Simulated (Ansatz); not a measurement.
Isolated molecules relaxed with PBE0-D4/def2-TZVP in Ansatz; ΔE leaves out vibrations. CBS: MP2 limit from def2 TZ/QZ plus the TZ coupled-cluster correction, frozen cores. This one scheme is used for every species. Double bonds are as drawn, so ΔE can hold a change between cis and trans. DFT in def2-TZVPP. Each species was taken in one conformer, which may not be the lowest.

Consider the substitution at a C–Si bond: `C[SiH2]/C=C/[SiH3]` + H–F → `F/C=C/[SiH3]` + `C[SiH3]`.

```
     level  ΔE (kJ/mol)
r2SCANh-D4         51.8
      BLYP         36.6
```

Question: What does CCSD(T)/CBS give? (Best estimate.)

Answer: Ansatz gave: +70.1 kJ/mol. The listed levels differ from it by -18.3, -33.5 kJ/mol.

Largest T1 diagnostic among the species: 0.012.

From r2SCAN to r2SCAN0 (25 % exact exchange), in def2-TZVPP and without D4, ΔE moves by +5.0 kJ/mol. Leaving LDA and LC-ωPBE aside and taking each functional with its dispersion term where it has one, the values, not all of them listed here, spread over 15.5 kJ/mol, from B97M-V to PBE-QIDH.
